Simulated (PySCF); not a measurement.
Multinuclear NMR of C9H7ClO2

Atom-mapped SMILES (the numbers label the heavy atoms): `[CH3:1][c:2]1[cH:3][cH:4][c:5]([CH:6]=[O:7])[cH:8][c:9]1[C:10](=[O:11])[Cl:12]`. Hydrogens are named by the atom that carries them.

- NMR shieldings at PBE0/pcSseg-1/GIAO
- GFN2-xTB structure
- code: PySCF 2.14
- relativity neglected, no solvent, rapidly exchanging positions averaged, one computed conformer

Predict the ¹⁷O NMR data.

Results:


| atoms | environment | σ (ppm) | δ (ppm) |
| --- | --- | --- | --- |
| O7 | aldehyde oxygen | -330.3 | 567.6 |
| O11 | carbonyl oxygen | -259.5 | 503.1 |

Shieldings were converted by a linear fit to measured shifts: ¹⁷O: δ = 266.70 − 0.911σ (rms 10.7 ppm, 155 shifts, 12.2 ppm with the 3 outliers that the fit left out vs liquid water, solution or neat liquid). A few per cent of atoms miss by over 2 rms, more outside the fitted compound classes.

On a 300 MHz spectrometer ¹⁷O resonates near 40.7 MHz, so 1 ppm is 40.7 Hz.
